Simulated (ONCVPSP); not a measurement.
Transferability test, ONCV potential for Cs

| Property | Result |
| --- | --- |
| Element | Cs |
| Generator | ONCVPSP 4.0.1 |
| Type | optimised norm-conserving Vanderbilt (ONCV) |
| Functional | LDA (Perdew-Wang 92) |
| Relativity | scalar-relativistic |
| Frozen core | [Kr] 4d10 |
| Valence charge | 9 |
| Reference configuration | 5s2 5p6 (charge +1) |
| Partial waves | 5s: rc 2.00 bohr, ncon 4, nbas 7, qcut 2.9 1/bohr, 2 projectors, debl 3.8 Ha; 5p: rc 2.85 bohr, ncon 5, nbas 10, qcut 5.9 1/bohr, 1 projector; d scattering state at 0.16 Ha: rc 2.20 bohr, ncon 4, nbas 7, qcut 4.5 1/bohr, 3 projectors, debl 1.8 Ha |
| Local potential | polynomial inside 1.95 bohr (lpopt 3, dvloc0 0 Ha) |
| Core correction | Teter function, fcfact 4.75, rcfact 1.72 |

In the d channel the program set the typed energies aside and used 0.050, 1.850, 3.650 Ha.

Energies are relative to the spin-unpolarised reference configuration 5s2 5p6; without spin polarisation the order of configurations can differ from experiment.

Task: Give the all-electron excitation energy and the error of the potential for: 5s2 5p6 6s1; 5s2 5p6 6s0.5; 5s2 5p6 6p1; 5s2 5p5 6s1.

Result:

```tsv
valence configuration	charge	ΔE all-electron (eV)	error AE − PS (meV)
5s2 5p6 6s1	0	-3.997	+0.3
5s2 5p6 6s0.5	+0.5	-2.443	+0.6
5s2 5p6 6p1	0	-2.523	+6.4
5s2 5p5 6s1	+1	13.993	-33
```

Levels in the configuration 5s2 5p6 6s1:

```json
{"level": "5s", "all-electron (eV)": "-26.898", "pseudo (eV)": "-26.895"}
{"level": "5p", "all-electron (eV)": "-13.606", "pseudo (eV)": "-13.605"}
{"level": "6s", "all-electron (eV)": "-2.225", "pseudo (eV)": "-2.224"}
```

Note: ghosts flagged at negative energy: d at -1749.5 eV; GHOST(+) flagged for s at 156.0 eV. A true bound ghost makes a file unfit for plane-wave use.
